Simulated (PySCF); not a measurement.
SbF2, SMILES [Sb]([F])[F], multiplicity 2. Atoms are numbered in the order given.

```xyz
3

Sb     0.0000     0.0000     0.3375
F      0.0000    -1.4197    -0.9562
F      0.0000     1.4197    -0.9562
```
Charge 0, spin multiplicity 2.

The structure is a stationary point at B3LYP-D3(BJ)/def2-TZVP. The multiplicity is an assumed one; other spin states were not compared. The isomer is the one that the SMILES or the coordinates give; other isomers of the formula were not compared. The def2 effective core potentials stand for the cores of Sb; spin–orbit coupling is left out.

Calculation: IEF-PCM-M06-2X/def2-SVP (PySCF).

The values are the electrostatic part of the solvation free energy, E(continuum) − E(gas) at the gas-phase geometry, in a cavity of scaled van der Waals radii (PySCF's table); cavitation and dispersion terms are not included. A continuum can't describe solvent molecules that bind to the metal. The dipole moment in vacuum is 3.56 D.

```tsv
solvent	ε	ΔG(elec) (kcal/mol)	dipole (D)
water	78.36	-7.1	4.35
chlorobenzene	5.70	-5.4	4.15
n-hexane	1.88	-2.6	3.84
```
